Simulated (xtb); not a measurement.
Si(H)(F)(Et)(OH) (C2H7FOSi), SMILES CC[SiH](O)F. All values are semi-empirical tight-binding results from xtb (GFN2-xTB unless named), good for trends rather than for accurate numbers. Geometry optimised at GFN2-xTB. Other conformers were not sampled.

Optimised geometry:

Bonded distances (Å): Si1–O2 1.619, Si1–F3 1.604, Si1–C4 1.897, Si1–H6 1.453, O2–H7 0.951, C4–C5 1.528, C4–H8 1.093, C4–H9 1.091, C5–H10 1.088, C5–H11 1.089, C5–H12 1.089. Angles (°): O2–Si1–F3 101.8, O2–Si1–C4 113.5, O2–Si1–H6 111.7, F3–Si1–C4 108.6, F3–Si1–H6 106.0, C4–Si1–H6 114.2, Si1–O2–H7 122.7, Si1–C4–C5 113.9, Si1–C4–H8 109.5, Si1–C4–H9 109.7, C5–C4–H8 108.8, C5–C4–H9 108.6, H8–C4–H9 106.1, C4–C5–H10 110.8, C4–C5–H11 110.8, C4–C5–H12 111.0, H10–C5–H11 108.1, H10–C5–H12 108.2, H11–C5–H12 107.9.

Computed properties:
| Quantity | Result |
|---|---|
| orbital gap | 6.70 eV |
| dipole moment | 3.41 D |
| zero-point energy | 56.2 kcal/mol |
| G − E(el) at 298.15 K (modified RRHO) | 36.4 kcal/mol |
| static polarisability (D4 model) | 63.7 bohr³ |
| solvation energy, GFN2-xTB/ALPB(water) | -4.6 kcal/mol |
| solvation energy, GFN2-xTB/ALPB(acetone) | -6.5 kcal/mol |

Computed atomic charges and the Wiberg bond orders between heavy atoms:
charges (e) Si1 0.59, O2 -0.45, F3 -0.27, C4 -0.16, C5 -0.10, H6 -0.06, H7 0.31, H8 0.04, H9 0.03, H10 0.02, H11 0.03, H12 0.02. Bond orders Si1–O2 1.21, Si1–F3 1.07, Si1–C4 0.87, C4–C5 1.03.
